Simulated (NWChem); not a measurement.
## Correlation energy of CdS

SMILES: [S]=[Cd]
```xyz
2

Cd     0.0000     0.0000     0.5614
S      0.0000     0.0000    -1.6843
```
Charge 0, spin multiplicity 1.

The numbers come from NWChem runs, not from measurements. The geometry was optimised at PBE0/def2-SVP with def2 effective core potentials on Cd, a minimum by its harmonic frequencies.

Basis set: def2-SVP. Each correlation energy counts from its own Hartree-Fock reference.

| method | correlation energy (mHa) | difference from CCSD(T) |
|---|---|---|
| MP2 | -409.8 | +13.9 |
| SCS-MP2 | -370.8 | +52.8 |
| CR-CCSD[T] | -421.7 | +1.9 |
| CR-CCSD(T) | -420.3 | +3.3 |
| CCSD | -409.2 | +14.4 |
| CCSD+T(CCSD) | -425.5 | -1.9 |
| CCSD(T) | -423.6 | 0.0 |

The values span 54.7 mHa, from CCSD+T(CCSD) (lowest) to SCS-MP2 (highest). 

Effective core potentials replace the inner electrons of Cd; spin-orbit coupling is left out. The correlated methods keep 9 core orbitals frozen. The structure started from a generated list of species. No row is a measurement; the coupled-cluster row has its own basis-set and correlation limits.
